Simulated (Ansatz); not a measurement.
Correlation energies of `[F][Sn]([SiH3])([Cl])[Cl]` by basis set

Cartesian coordinates in Å:
```
F 1.600 -1.873 -0.648
Sn 0.007 -0.823 -0.752
Si 0.034 1.056 0.993
Cl -0.052 -0.109 -2.948
Cl -1.697 -2.363 -0.498
H -1.228 1.811 0.822
H 1.221 1.893 0.708
H 0.115 0.409 2.323
```

The species carries charge 0 and has multiplicity 1. Correlated methods include outer-core shells of Sn, which these sets cover unevenly. Sn: def2 effective core potential. All single points use the PBE0-D4/def2-TZVP geometry. Frozen core, restricted reference, Ansatz 0.2.0.

```json
{"basis": "def2-SVP", "HF (Eh)": "-1522.12689", "MP2 corr.": "-0.65178"}
{"basis": "def2-TZVPP", "HF (Eh)": "-1522.69028", "MP2 corr.": "-1.06546"}
{"basis": "def2-QZVPP", "HF (Eh)": "-1522.73309", "MP2 corr.": "-1.35396"}
```

**Question.** Estimate the CCSD correlation energy and the (T) correction in each basis where they were run (hartree).

**Answer.** 
```
     basis  CCSD corr.       (T)
  def2-SVP    -0.70351  -0.01542
def2-TZVPP    -1.10893  -0.03984
```
